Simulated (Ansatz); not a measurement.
Steps of a relaxation of CH5BSSi (`BC([SiH3])=S`) with RKS PBE-D4/def2-SVP.

```sh
$ ansatz run in.yaml --threads 2 --pin off --events-out ev --progress --plain --max-ram 4352MiB
```

```yaml
crystal:
  periodic: [false, false, false]
  atoms:
    - {symbol: B, position_ang: [-0.672400, 1.235500, -0.724700]}
    - {symbol: C, position_ang: [0.222200, 0.032900, -0.687800]}
    - {symbol: Si, position_ang: [0.376700, -0.913200, 0.868800]}
    - {symbol: S, position_ang: [0.882300, -0.461500, -1.898600]}
    - {symbol: H, position_ang: [-0.902400, 1.855600, -1.767100]}
    - {symbol: H, position_ang: [-1.258200, 1.673200, 0.244800]}
    - {symbol: H, position_ang: [1.750000, -1.573200, 0.919500]}
    - {symbol: H, position_ang: [-0.613000, -1.912300, 0.957000]}
    - {symbol: H, position_ang: [0.303400, 0.016700, 2.071100]}
basis:
  gaussian: {orbitals: def2-SVP}
hamiltonian: {xc: pbe, dispersion: d4}
relax: {f_tol: 0.03, max_steps: 200}
```

Positions (Å) and forces (eV/Å) along the path, 15 of 23 steps:

```xyz
9
step=1 energy=-20485.9040 eV
B    -0.672    1.236   -0.725   -1.759    2.492   -0.345
C     0.222    0.033   -0.688   -3.986    2.704    7.791
Si    0.377   -0.913    0.869    2.187    0.607    1.954
S     0.882   -0.462   -1.899    5.273   -3.886   -9.741
H    -0.902    1.856   -1.767    0.253   -0.312    0.165
H    -1.258    1.673    0.245   -0.023   -0.122    0.238
H     1.750   -1.573    0.919   -0.317    0.063   -0.058
H    -0.613   -1.912    0.957   -1.496   -1.363    0.105
H     0.303    0.017    2.071   -0.132   -0.183   -0.108
9
step=2 energy=-20486.8905 eV
B    -0.701    1.282   -0.733   -0.804    0.784   -0.287
C     0.199    0.018   -0.713   -1.623    1.299    3.491
Si    0.423   -0.907    0.907    0.686    0.029    0.727
S     0.913   -0.481   -1.999    2.127   -1.530   -4.018
H    -0.873    1.890   -1.781    0.132   -0.071    0.123
H    -1.299    1.672    0.257    0.084   -0.063    0.040
H     1.768   -1.592    0.930   -0.103    0.057    0.007
H    -0.628   -1.930    1.004   -0.520   -0.468    0.030
H     0.287    0.001    2.111    0.023   -0.036   -0.113
9
step=3 energy=-20486.8181 eV rejected
B    -0.722    1.352   -0.812    0.794   -1.813    2.360
C     0.193    0.016   -0.572   -0.812    2.004   -2.789
Si    0.454   -0.962    0.936    0.265   -0.595    1.574
S     0.836   -0.492   -2.028    0.202   -0.390    0.159
H    -0.880    1.949   -1.768    0.175    0.651   -2.079
H    -1.314    1.791    0.112   -0.534    0.208    0.876
H     1.824   -1.588    0.957   -0.098    0.034   -0.043
H    -0.587   -2.050    1.018   -0.014    0.017   -0.046
H     0.283   -0.062    2.140    0.022   -0.117   -0.013
9
step=4 energy=-20487.1467 eV
B    -0.754    1.297   -0.753    0.460    0.315    0.065
C     0.232    0.060   -0.676   -0.651    0.172    0.308
Si    0.450   -0.924    0.938    0.176    0.024    0.167
S     0.872   -0.507   -2.075    0.292   -0.239   -0.488
H    -0.827    1.918   -1.798   -0.091   -0.080    0.046
H    -1.341    1.693    0.241   -0.169   -0.166   -0.069
H     1.791   -1.596    0.966    0.005   -0.034    0.002
H    -0.635   -1.967    1.005   -0.021    0.015   -0.036
H     0.302   -0.021    2.135   -0.002   -0.007    0.005
9
step=5 energy=-20487.1843 eV
B    -0.742    1.312   -0.753    0.196    0.060    0.062
C     0.206    0.050   -0.676   -0.091    0.167    0.026
Si    0.471   -0.913    0.948   -0.038   -0.055    0.027
S     0.827   -0.544   -2.090   -0.004   -0.099   -0.079
H    -0.758    1.973   -1.774   -0.005    0.007    0.047
H    -1.419    1.640    0.209   -0.098   -0.118   -0.095
H     1.806   -1.598    0.979    0.013    0.006   -0.036
H    -0.625   -1.950    0.992    0.024    0.014    0.042
H     0.322   -0.016    2.147    0.002    0.017    0.004
9
step=7 energy=-20487.2778 eV
B    -0.712    1.325   -0.762   -0.201    0.135    0.052
C     0.209    0.063   -0.667    0.152   -0.121   -0.312
Si    0.503   -0.890    0.960   -0.015   -0.031    0.002
S     0.652   -0.665   -2.110   -0.331    0.312    0.456
H    -0.531    2.163   -1.654   -0.059   -0.226    0.442
H    -1.645    1.450    0.074    0.432   -0.122   -0.646
H     1.839   -1.576    0.970   -0.003    0.041   -0.045
H    -0.592   -1.923    1.011    0.003   -0.010    0.053
H     0.366    0.007    2.161    0.021    0.022   -0.001
9
step=10 energy=-20487.5553 eV
B    -0.673    1.318   -0.799   -0.421    0.057   -0.374
C     0.160    0.050   -0.591    0.181   -0.266    0.067
Si    0.544   -0.897    1.009    0.028   -0.009    0.027
S     0.326   -0.642   -2.101   -0.225    0.388    0.262
H    -0.243    2.332   -1.341   -0.047   -0.205    0.223
H    -1.863    1.257   -0.435    0.424    0.069   -0.232
H     1.899   -1.535    0.916   -0.007   -0.007    0.000
H    -0.523   -1.952    1.129    0.031   -0.010    0.036
H     0.460    0.024    2.197    0.036   -0.017   -0.008
9
step=11 energy=-20487.6523 eV
B    -0.693    1.284   -0.895   -0.053    0.269    0.107
C     0.149    0.046   -0.542   -0.282   -0.209   -0.086
Si    0.565   -0.910    1.041    0.102    0.090   -0.007
S     0.205   -0.563   -2.099   -0.153    0.503    0.328
H    -0.156    2.363   -1.221   -0.296   -0.612    0.036
H    -1.918    1.236   -0.622    0.628    0.006   -0.373
H     1.919   -1.545    0.914    0.007   -0.022    0.009
H    -0.490   -1.974    1.185    0.012    0.009    0.000
H     0.508    0.018    2.222    0.035   -0.035   -0.012
9
step=12 energy=-20487.7337 eV
B    -0.687    1.276   -0.879   -0.588    0.594   -0.740
C     0.102    0.041   -0.473    0.078   -0.492   -0.170
Si    0.591   -0.933    1.075   -0.007    0.082   -0.103
S     0.109   -0.422   -2.086    0.029    0.238    0.581
H    -0.115    2.331   -1.224   -0.292   -0.483    0.326
H    -1.941    1.223   -0.815    0.711    0.128    0.057
H     1.942   -1.567    0.910   -0.002   -0.006   -0.005
H    -0.466   -1.993    1.222    0.023   -0.015    0.037
H     0.554   -0.002    2.252    0.048   -0.045    0.016
9
step=15 energy=-20487.8148 eV
B    -0.740    1.253   -0.958   -0.028    0.014   -0.004
C     0.029    0.025   -0.435    0.016    0.050   -0.070
Si    0.587   -0.936    1.078    0.003   -0.064    0.215
S     0.217   -0.326   -2.048   -0.008    0.024   -0.025
H    -0.157    2.319   -1.066    0.013   -0.014    0.003
H    -1.956    1.212   -1.015   -0.014   -0.016   -0.027
H     1.888   -1.640    0.821   -0.003   -0.003   -0.044
H    -0.491   -1.952    1.356    0.017    0.036   -0.009
H     0.710   -0.002    2.249    0.003   -0.027   -0.040
9
step=16 energy=-20487.8220 eV
B    -0.762    1.232   -0.958   -0.021    0.017   -0.006
C     0.046    0.024   -0.449   -0.003    0.004    0.140
Si    0.587   -0.939    1.084    0.007   -0.011   -0.066
S     0.317   -0.241   -2.064    0.028   -0.031   -0.012
H    -0.221    2.325   -0.988   -0.011    0.010   -0.003
H    -1.970    1.133   -1.079   -0.005    0.001   -0.015
H     1.827   -1.732    0.789   -0.002   -0.016    0.008
H    -0.549   -1.867    1.431    0.008    0.030   -0.013
H     0.814    0.019    2.218   -0.001   -0.004   -0.034
9
step=18 energy=-20487.8250 eV
B    -0.781    1.225   -0.958   -0.015    0.029    0.002
C     0.056    0.045   -0.427    0.085   -0.148   -0.050
Si    0.599   -0.954    1.080   -0.118    0.140   -0.014
S     0.392   -0.192   -2.038    0.001    0.027    0.025
H    -0.286    2.340   -0.961   -0.007    0.000    0.003
H    -1.979    1.080   -1.127   -0.002   -0.006    0.002
H     1.787   -1.820    0.778   -0.004    0.013   -0.026
H    -0.587   -1.799    1.457    0.018   -0.003    0.017
H     0.888    0.028    2.178    0.043   -0.052    0.041
9
step=21 energy=-20487.8321 eV
B    -0.801    1.204   -0.960   -0.025    0.028   -0.017
C     0.071    0.047   -0.433    0.024   -0.003   -0.008
Si    0.588   -0.950    1.077   -0.001   -0.009    0.012
S     0.506   -0.104   -2.029   -0.001   -0.004    0.012
H    -0.373    2.344   -0.898    0.000   -0.004    0.010
H    -1.979    0.999   -1.199    0.002   -0.006   -0.003
H     1.699   -1.901    0.739   -0.002   -0.002   -0.002
H    -0.631   -1.701    1.536    0.001    0.003    0.003
H     1.010    0.014    2.150    0.002   -0.002   -0.006
9
step=22 energy=-20487.8329 eV
B    -0.810    1.193   -0.962   -0.026    0.043    0.002
C     0.083    0.052   -0.435    0.008   -0.020   -0.036
Si    0.587   -0.952    1.075   -0.006   -0.008    0.021
S     0.559   -0.057   -2.024   -0.004    0.009    0.035
H    -0.422    2.345   -0.860   -0.001   -0.032   -0.010
H    -1.976    0.955   -1.233    0.019    0.000   -0.001
H     1.655   -1.952    0.733   -0.013    0.017    0.002
H    -0.654   -1.645    1.569    0.024    0.010   -0.002
H     1.067    0.016    2.121   -0.001   -0.020   -0.011
9
step=23 energy=-20487.8332 eV
B    -0.814    1.191   -0.961   -0.020    0.029   -0.020
C     0.082    0.051   -0.435   -0.005    0.000   -0.012
Si    0.585   -0.954    1.075    0.005   -0.014    0.012
S     0.572   -0.043   -2.020    0.006   -0.002    0.017
H    -0.432    2.344   -0.853   -0.004   -0.022    0.001
H    -1.975    0.946   -1.248    0.015    0.004    0.008
H     1.643   -1.961    0.727   -0.009    0.006    0.002
H    -0.656   -1.634    1.584    0.016    0.006   -0.004
H     1.083    0.012    2.114   -0.002   -0.007   -0.005
```

Hardware: 2 threads of an Arm Neoverse V1 on a shared host. Wall time 41 s, peak host memory 0.14 GiB.
